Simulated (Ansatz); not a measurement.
C$_{2}$H$_{9}$AlSSi. Total charge 0; spin multiplicity 1. The bonds changed during the relaxation, so this is another structure than the one it started from.

```xyz
14

Al   -1.4146   -1.7280    0.4726
C     0.1752   -1.4763    1.5970
S    -0.2078    0.2710    1.1343
C     0.8425    0.5098   -0.3083
Si    0.2735    2.0015   -1.3137
H    -2.8231   -1.8666    1.1842
H    -1.1892   -1.8866   -1.0921
H     1.1950   -1.7065    1.2953
H     0.0784   -1.5470    2.6801
H     1.8737    0.6445    0.0292
H     0.7946   -0.3808   -0.9417
H     0.2492    3.2112   -0.4530
H    -1.0832    1.7480   -1.8567
H     1.2358    2.2059   -2.4271
```

Problem. Give the diagnostics of a CCSD(T)/def2-TZVPP run (frozen core, Ansatz 0.2.0). (Estimate.)

Solution. The calculation gave: T1 = 0.0116, largest single amplitude 0.017, largest double 0.017, (T) share of the correlation energy 4.1 %, 9 CCSD cycles. The RHF solution is stable towards an unrestricted one. T1 lies under the customary mark of 0.02 for closed shells.
